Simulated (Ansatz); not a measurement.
Calculated with Ansatz (gas phase, PBE0-D4/def2-TZVP geometries, no zero-point term in ΔE). CCSD(T)/CBS is the MP2 limit (def2-TZVPP, def2-QZVPP) plus CCSD(T) − MP2 in def2-TZVPP, frozen cores. DFT in def2-TZVPP. One conformer a species, not always the lowest.

`C[SiH2]B(C)C` → `B[Si](C)(C)C`  (isomerisation)

| level | ΔE (eV) |
| --- | --- |
| PBE-D4 | 0.34 |
| PBE0-D4 | 0.31 |
| ωB97X-V | 0.25 |
| B2PLYP | 0.26 |
| PBE0 | 0.32 |
| CCSD/def2-TZVPP | 0.22 |
| CCSD(T)/def2-TZVPP | 0.23 |
| HF/def2-QZVPP | 0.20 |

(1) What does CCSD(T)/CBS give? (Estimate.)

Largest T1 diagnostic among the species: 0.011.

Answers

(1) Computed: +0.22 eV. The listed levels differ from it by 0.12, 0.09, 0.03, 0.04, 0.10, 0.00, 0.01, -0.02 eV.

From PBE to PBE0 (25 % exact exchange), in def2-TZVPP and without D4, ΔE moves by −0.04 eV.
